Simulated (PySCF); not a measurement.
Dipole response of S¹⁵⁺ (sulfur, charge +15)

1s1, 2S determinant. Computed with PySCF 2.14 in an uncontracted even-tempered set (15 s from 9.6 bohr⁻², ratio 2.2; 7 p from 15 bohr⁻², ratio 2.4; 4 d from 44 bohr⁻², ratio 2.4; 3 f from 67 bohr⁻², ratio 2.4; 3 g from 100 bohr⁻², ratio 2.4), with no relativity, point nucleus. Coupled (time-dependent) response in atomic units; α is the mean over directions.

| method | mean α (bohr³) | C₆ (like pair) | S(−4) |
| --- | --- | --- | --- |
| UHF | 6.866e-05 | 3.874e-07 | 6.184e-09 |

S(−4) is the Cauchy moment in α(ω) = α(0) + S(−4) ω² + …

α(iu) at UHF:

| u (hartree) | α(iu) (bohr³) |
| --- | --- |
| 0 | 6.866e-05 |
| 10.0 | 6.805e-05 |
| 20.0 | 6.628e-05 |
| 40.0 | 6.010e-05 |
| 60.0 | 5.217e-05 |
| 80.0 | 4.421e-05 |
| 100 | 3.712e-05 |
| 150 | 2.418e-05 |
| 200 | 1.646e-05 |
| 300 | 8.758e-06 |
| 500 | 3.576e-06 |

A single London oscillator, α(iu) = α/(1 + u²/ω²), gives C₆ = (3/4) ω α². Matching the computed C₆ needs ω = 4 × 3.874e-07 / (3 × 6.866e-05²) = 110 hartree.

For a non-relativistic one-electron ion the exact value is 9/(2Z⁴) = 6.866e-05 bohr³; Hartree-Fock is exact here up to the basis.

For an ion, C₆ is the dispersion term alone; charge-induced terms of lower order in 1/R come first.
